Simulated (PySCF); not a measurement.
F3HOSi, SMILES O[Si](F)(F)F. Atoms are numbered in the order given.

```xyz
6

O     -0.1096     1.6394     0.0000
Si    -0.0081     0.0054     0.0000
F      0.7685    -0.5668     1.2933
F     -1.5074    -0.5698     0.0000
F      0.7685    -0.5668    -1.2933
H      0.7239     2.1401     0.0000
```

Coordinates come from a PBE-D3(BJ)/def2-SVP optimisation. The values are those of a single conformer.

Computed with M06-2X/def2-TZVP in PySCF.

Atomic charges (e):

| atom | IAO | Löwdin |
|---|---|---|
| O1 | -0.80 | -0.09 |
| Si2 | 2.00 | -0.18 |
| F3 | -0.53 | 0.02 |
| F4 | -0.53 | 0.03 |
| F5 | -0.53 | 0.02 |
| H6 | 0.39 | 0.21 |

Computed Mayer and Wiberg (Löwdin basis) orders of the bonds:
| bond | Mayer | Wiberg |
|---|---|---|
| O1–Si2 | 1.27 | 1.72 |
| Si2–F3 | 1.11 | 1.70 |
| Si2–F4 | 1.14 | 1.71 |
| Si2–F5 | 1.11 | 1.70 |
| O1–H6 | 0.85 | 1.00 |
